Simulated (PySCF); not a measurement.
Ligands exchanged one at a time, B CH3-SH. All species are isolated molecules in the gas phase. One relaxed conformer stands for each flexible species; it need not be the lowest. Strings in code marks are SMILES.

Computed with PBE-D3(BJ)/def2-TZVP // B3LYP-D3(BJ)/def2-TZVP (PySCF 2.14.0). Excitations are Tamm–Dancoff values on a coarser integration grid. The basis has no diffuse functions, so Rydberg states are missing or too high.

```json
[
 {"species": "0 of 3 CH3 replaced by SH", "LUMO (eV)": "-1.16", "S1 oscillator strength": "0.001", "S1 excitation (TDA) (eV)": "6.11", "HOMO–LUMO gap (eV)": "5.95"},
 {"species": "1 of 3 CH3 replaced by SH (`CB(C)S` (C–B–S–H torsion 2°))", "LUMO (eV)": "-1.32", "S1 oscillator strength": "0.001", "S1 excitation (TDA) (eV)": "6.21", "HOMO–LUMO gap (eV)": "5.32"},
 {"species": "2 of 3 CH3 replaced by SH (`CB(S)S` (S–B–S–H torsion -180°, S–B–S–H torsion 180°))", "LUMO (eV)": "-1.48", "S1 oscillator strength": "0.000", "S1 excitation (TDA) (eV)": "5.42", "HOMO–LUMO gap (eV)": "4.71"},
 {"species": "3 of 3 CH3 replaced by SH (`SB(S)S`)", "LUMO (eV)": "-1.61", "S1 oscillator strength": "0.000", "S1 excitation (TDA) (eV)": "4.86", "HOMO–LUMO gap (eV)": "4.75"}
]
```
